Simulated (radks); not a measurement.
Problem. These are the eigenvalues of the occupied orbitals of an atom or ion with whole-number occupations (hartree). Calculated with a radial shooting solver on a logarithmic mesh with Libxc functionals: non-relativistic Kohn-Sham, PBE, spin-polarised, spherical densities, point nucleus.

| orbital | eigenvalue |
|---|---|
| 1s up | -398.2718 |
| 1s down | -398.2689 |
| 2s up | -50.37993 |
| 2s down | -50.37873 |
| 2p up | -44.98996 |
| 2p down | -44.98842 |
| 3s up | -7.23193 |
| 3s down | -7.22732 |
| 3p up | -5.44664 |
| 3p down | -5.44105 |
| 3d up | -2.34655 |
| 3d down | -2.33649 |
| 4s up | -1.48942 |

Which element is it, and in what charge state? The configuration may be excited. Open shells, if any, are filled with parallel spins first.

Solution. Z = 32, germanium, charge +3: Ge3+ in [Ar] 3d10 4s1. The list shows which subshells hold electrons but not how many an open one holds; the 1s level, -398.27 hartree, gives Z - s = 28.2 by -(Z - s)^2/2, which with screening narrows Z to a few neighbours, and the depths of the outer levels then fix element, charge and occupations together.
